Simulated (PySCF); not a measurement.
C2H5BrSi (SMILES C=C[SiH2]Br), singlet, at a GFN2-xTB geometry. Base run: B3LYP/6-31G in PySCF.

The PySCF input:
```python
from pyscf import gto, scf, dft, solvent

mol = gto.M(
    atom='''
Si   -0.009219   -0.730574    0.739268
Br   -0.994531    0.579095   -0.767147
C     1.836429   -0.606644    0.436034
C     2.738187   -0.450255    1.392143
H    -0.411411   -0.204702    2.034906
H    -0.528927   -2.065575    0.471025
H     2.175163   -0.666071   -0.592443
H     3.795268   -0.383491    1.185929
H     2.459877   -0.379045    2.431906
''',
    basis='6-31g',
    charge=0,
    spin=0,
    verbose=4,
)

mf = dft.RKS(mol)
mf.xc = 'b3lyp'
mf.kernel()
```

Each row names what was changed in the base input (with any setting that the change needs).

```json
[
 {"change": "base", "ΔE vs base (kJ/mol)": "0.00", "dipole (D)": "3.00", "HOMO-LUMO gap (eV)": "6.89"},
 {"change": "model = IEF-PCM; solvent = chloroform", "ΔE vs base (kJ/mol)": "…", "dipole (D)": "…", "HOMO-LUMO gap (eV)": "…"},
 {"change": "model = IEF-PCM; solvent = methanol; vdw_scale = 1.4", "ΔE vs base (kJ/mol)": "…", "dipole (D)": "…", "HOMO-LUMO gap (eV)": "…"},
 {"change": "model = IEF-PCM; solvent = dimethylsulfoxide", "ΔE vs base (kJ/mol)": "-12.75", "dipole (D)": "3.82", "HOMO-LUMO gap (eV)": "7.03"},
 {"change": "model = C-PCM; solvent = methanol", "ΔE vs base (kJ/mol)": "-12.73", "dipole (D)": "3.81", "HOMO-LUMO gap (eV)": "7.03"},
 {"change": "model = IEF-PCM; solvent = methanol; lebedev_order = 11", "ΔE vs base (kJ/mol)": "-12.32", "dipole (D)": "3.79", "HOMO-LUMO gap (eV)": "7.03"},
 {"change": "model = IEF-PCM; solvent = methanol; vdw_scale = 1.1", "ΔE vs base (kJ/mol)": "-16.52", "dipole (D)": "3.91", "HOMO-LUMO gap (eV)": "7.05"},
 {"change": "model = COSMO; solvent = methanol", "ΔE vs base (kJ/mol)": "-12.50", "dipole (D)": "3.80", "HOMO-LUMO gap (eV)": "7.03"},
 {"change": "model = IEF-PCM; solvent = methanol; vdw_scale = 1.0", "ΔE vs base (kJ/mol)": "…", "dipole (D)": "…", "HOMO-LUMO gap (eV)": "…"},
 {"change": "model = IEF-PCM; solvent = acetonitrile", "ΔE vs base (kJ/mol)": "-12.61", "dipole (D)": "3.81", "HOMO-LUMO gap (eV)": "7.03"},
 {"change": "model = ddCOSMO; solvent = methanol", "ΔE vs base (kJ/mol)": "-11.47", "dipole (D)": "3.74", "HOMO-LUMO gap (eV)": "7.04"},
 {"change": "model = SS(V)PE; solvent = methanol", "ΔE vs base (kJ/mol)": "-12.41", "dipole (D)": "3.79", "HOMO-LUMO gap (eV)": "7.03"}
]
```

Complete the blanks.


- model = IEF-PCM; solvent = chloroform, ΔE vs base (kJ/mol): -9.20
- model = IEF-PCM; solvent = chloroform, dipole (D): 3.59
- model = IEF-PCM; solvent = chloroform, HOMO-LUMO gap (eV): 7.02
- model = IEF-PCM; solvent = methanol; vdw_scale = 1.4, ΔE vs base (kJ/mol): -7.77
- model = IEF-PCM; solvent = methanol; vdw_scale = 1.4, dipole (D): 3.61
- model = IEF-PCM; solvent = methanol; vdw_scale = 1.4, HOMO-LUMO gap (eV): 7.01
- model = IEF-PCM; solvent = methanol; vdw_scale = 1.0, ΔE vs base (kJ/mol): -22.36
- model = IEF-PCM; solvent = methanol; vdw_scale = 1.0, dipole (D): 3.98
- model = IEF-PCM; solvent = methanol; vdw_scale = 1.0, HOMO-LUMO gap (eV): 7.08

The base is the gas phase, so ΔE is the electrostatic part of solvation at a fixed geometry, without cavity and dispersion terms.
